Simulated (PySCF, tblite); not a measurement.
Isomers of C7H8ClP, one GFN2-xTB conformer each. Single-point energies are computed at PBE0/pcSseg-1 (PySCF, gas phase, no added dispersion term), electronic only.

Question: Rank them by PBE0/pcSseg-1 energy, lowest first (kcal/mol).
A. `[CH3:1][PH:2][c:3]1[cH:4][cH:5][c:6]([Cl:7])[cH:8][cH:9]1` with C1–P2–C3–C4 -71°
B. `CC1=C(C)P=CC(Cl)=C1`
C. `Cc1ccc(Cl)c(C)p1`

Answer: C (0.0), B (0.2), A (0.6).

Neighbours under 2.5 kcal/mol apart (Cc1ccc(Cl)c(C)p1 and Cc1cc(Cl)cpc1C; Cc1cc(Cl)cpc1C and CPc1ccc(Cl)cc1) can change places with a better method, another conformer or zero-point energy. GFN2-xTB itself gives, in the same order: 0.9, 0.0, 1.0. GFN2-xTB puts Cc1cc(Cl)cpc1C lowest instead; measured from each level's own lowest isomer, the values differ by up to 0.9 kcal/mol (Cc1ccc(Cl)c(C)p1: 0.9 against 0.0).

Question: Which frontier levels, dipoles and rotational constants go with these structures?

Answer: 
```tsv
SMILES	HOMO (eV, PBE0/pcSseg-1)	LUMO (eV)	dipole (D)	A, B, C (MHz)
Cc1ccc(Cl)c(C)p1	-7.01	-1.59	1.46	2306, 837.4, 619.0
Cc1cc(Cl)cpc1C	-7.03	-1.62	2.61	2062, 820.7, 591.3
CPc1ccc(Cl)cc1	-6.67	-0.76	1.71	3846, 525.8, 491.4
```

Question: What happens when harmonic zero-point energies from GFN2-xTB frequencies are added?

Answer: 
| SMILES | ZPE (kcal/mol) | electronic (kcal/mol) | with ZPE (kcal/mol) |
| --- | --- | --- | --- |
| Cc1ccc(Cl)c(C)p1 | 79.7 | 0.0 | 1.1 |
| Cc1cc(Cl)cpc1C | 79.9 | 0.2 | 1.5 |
| CPc1ccc(Cl)cc1 | 77.9 | 0.6 | 0.0 |

The zero-point energies span 2.0 kcal/mol. CPc1ccc(Cl)cc1 becomes the lowest.
